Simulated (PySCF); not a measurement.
Order these species by their calculated properties.

Species are written as SMILES; each is one conformer at its optimised geometry, gas phase, non-relativistic unless stated; the electronic structure was computed with PySCF and density fitting.

Dipoles, sizes and rotational constants follow the conformer. The torsions of the flexible species, by atom-mapped SMILES:
- `[CH3:1][O:2][C@@H:3]([F:4])[SiH2:5][SiH2:6][C:7]([CH3:8])=[O:9]`: C1–O2–C3–F4 70°, O2–C3–Si5–Si6 39°, C3–Si5–Si6–C7 25°, Si5–Si6–C7–C8 -137°
- `[cH:1]1[cH:2][cH:3][c:4](-[c:5]2[cH:6][cH:7][n:8][n:9][cH:10]2)[cH:11][cH:12]1`: C3–C4–C5–C6 39°
- `[CH3:1]/[C:2](=[N:3]\[NH:4][SiH3:5])[C:6]([CH3:7])([CH3:8])[CH3:9]`: C2–N3–N4–Si5 180°, C1–C2–C6–C7 60°
- `[CH3:1][CH2:2][CH2:3][N:4]1[SiH2:5][NH:6][SiH2:7]1`: C1–C2–C3–N4 62°, C2–C3–N4–Si5 64°
- `[CH:1]#[C:2][CH2:3][CH2:4][Si:5]1([CH2:6][F:7])[CH2:8][SiH2:9][CH2:10]1`: C2–C3–C4–Si5 57°, C3–C4–Si5–C6 37°, C4–Si5–C6–F7 47°
- `[CH2:1]=[CH:2][N:3]([CH2:4][CH:5]([CH3:6])[CH3:7])[NH:8][SiH3:9]`: C1–C2–N3–C4 -164°, C2–N3–C4–C5 67°, N3–C4–C5–C6 63°, C2–N3–N8–Si9 92°
- `[O:1]=[C:2]([O-:3])[OH:4]`: H–O4–C2–O1 0°
- `[CH3:1][C:2]#[C:3][CH2:4][SiH2:5][SiH2:6][S:7][CH2:8][CH3:9]`: C3–C4–Si5–Si6 -172°, C4–Si5–Si6–S7 -150°, Si5–Si6–S7–C8 -162°, Si6–S7–C8–C9 -69°

The conformers of `C[C@@H]1CO[SiH2]O[C@@H]1C(F)(F)F` and `CN1CCCN1[SiH](C)C` aren't listed.

Problem. Rank by HOMO–LUMO gap, highest first (PBE0/pcSseg-1 at GFN2-xTB geometries).
A. `C/C(=N\N[SiH3])C(C)(C)C`
B. `CO[C@@H](F)[SiH2][SiH2]C(C)=O`
C. `c1ccc(-c2ccnnc2)cc1`
D. `CCCN1[SiH2]N[SiH2]1`
E. `C[C@@H]1CO[SiH2]O[C@@H]1C(F)(F)F`

Solution. E (8.94 eV), A (6.80 eV), D (6.12 eV), B (5.78 eV), C (4.84 eV).

Problem. Give the two extremes of that set in kcal/mol.

Solution. `c1ccc(-c2ccnnc2)cc1`: 112 kcal/mol; `C[C@@H]1CO[SiH2]O[C@@H]1C(F)(F)F`: 206 kcal/mol.

Problem. Rank by smallest rotational constant, lowest first (GFN2-xTB).
A. `O=C([O-])O`
B. `CC#CC[SiH2][SiH2]SCC`
C. `C=CN(CC(C)C)N[SiH3]`
D. `C#CCC[Si]1(CF)C[SiH2]C1`

Solution. B (0.256 GHz), D (0.551 GHz), C (0.659 GHz), A (5.996 GHz).

Problem. Give the two extremes of that set in cm⁻¹.

Solution. `CC#CC[SiH2][SiH2]SCC`: 0.0085 cm⁻¹; `O=C([O-])O`: 0.2000 cm⁻¹.

Problem. Rank by HOMO energy, highest first (PBE0/pcSseg-1 at GFN2-xTB geometries).
A. `CO[C@@H](F)[SiH2][SiH2]C(C)=O`
B. `c1ccc(-c2ccnnc2)cc1`
C. `CC(C)CN(C=C)N[SiH3]`
D. `C#CCC[Si]1(CF)C[SiH2]C1`
E. `CN1CCCN1[SiH](C)C`
F. `C(/C(C)=N/N[SiH3])(C)(C)C`
G. `C[C@@H]1CO[SiH2]O[C@@H]1C(F)(F)F`

Solution. C (-5.61 eV), E (-5.99 eV), F (-6.22 eV), B (-6.61 eV), A (-6.91 eV), D (-7.50 eV), G (-8.10 eV).

Problem. By how much do the two ends of that ranking differ?

Solution. By 2.49 eV, between `C=CN(CC(C)C)N[SiH3]` and `C[C@@H]1CO[SiH2]O[C@@H]1C(F)(F)F`.

Problem. Rank by dipole moment, highest first (PBE0/pcSseg-1 at GFN2-xTB geometries).
A. `C=CN(CC(C)C)N[SiH3]`
B. `C1=CC=C(C2=CN=NC=C2)C=C1`
C. `CO[C@@H](F)[SiH2][SiH2]C(C)=O`
D. `C#CCC[Si]1(CF)C[SiH2]C1`
E. `C/C(=N\N[SiH3])C(C)(C)C`

Solution. B (4.92 D), C (2.47 D), E (1.93 D), A (1.29 D), D (1.05 D).

Problem. Give the two extremes of that set in atomic units.

Solution. `C#CCC[Si]1(CF)C[SiH2]C1`: 0.41 au; `c1ccc(-c2ccnnc2)cc1`: 1.94 au.
